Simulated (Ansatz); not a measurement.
Consider the formal exchange of groups at a Ga–F bond: `[OH][Ga]([F])[F]` + CH₃OH → `O[CH2][Ga]([OH])[F]` + H–F.

Calculated with Ansatz (gas phase, PBE0-D4/def2-TZVP geometries, no zero-point term in ΔE). CBS: MP2 limit from def2 TZ/QZ plus the TZ coupled-cluster correction, frozen cores. This one scheme is used for every species. Functionals use def2-TZVPP. B3LYP here is the variant with VWN-RPA as its local correlation; programs differ in this. For Ga outer-core shells are correlated without core-valence functions, which leaves a few kJ/mol of doubt a bond. Scalar relativity is left out up to krypton. One conformer a species, not always the lowest.

`[OH][Ga]([F])[F]`:

Z-matrix (Å, degrees):
```
Ga
O 1 1.757
F 1 1.738 2 122.0
F 1 1.728 2 120.8 3 -180.0
H 2 0.961 1 112.9 3 -0.0
```

CH₃OH:

Z-matrix (Å, degrees):
```
C
O 1 1.409
H 1 1.097 2 112.4
H 1 1.090 2 107.0 3 -118.5
H 1 1.097 2 112.4 3 123.0
H 2 0.959 1 108.5 3 -61.6
```

`O[CH2][Ga]([OH])[F]`:

```xyz
9

O    -0.364   -0.780    1.808
C     0.041    0.323    1.028
Ga    0.029   -0.152   -0.891
O    -0.138    0.652   -2.461
F     0.277   -1.888   -1.078
H     0.062   -1.576    1.477
H     1.040    0.685    1.308
H    -0.657    1.139    1.225
H    -0.292    1.597   -2.416
```

H–F:

Cartesian coordinates in Å:
```
F -0.009 -0.407 0.214
H 0.009 0.407 -0.214
```

CCSD(T)/CBS gives +20.3 kcal/mol.

Problem. Another level gave +23.2 kcal/mol. Which?
A. r2SCAN-D4/def2-TZVPP
B. B3LYP/def2-TZVPP
C. PBE0-D4/def2-TZVPP
D. HF/def2-TZVPP

Solution. B. B3LYP 23.2, PBE0-D4 20.2, HF/def2-TZVPP 30.5, r2SCAN-D4 22.1 kcal/mol.

Largest T1 diagnostic among the species: 0.015.

In def2-TZVPP, CCSD(T) changes the Hartree–Fock value by −7.7 kcal/mol (the triples alone add −0.9 kcal/mol) and MP2 by −7.6 kcal/mol. From PBE to PBE0 (25 % exact exchange), in def2-TZVPP and without D4, ΔE moves by +1.3 kcal/mol. The D4 term adds −1.7 kcal/mol with B3LYP and −0.9 kcal/mol with PBE0; it sums over pairs of atoms, weighted by their polarisabilities, and B3LYP, whose exchange is more repulsive, gets the larger term.
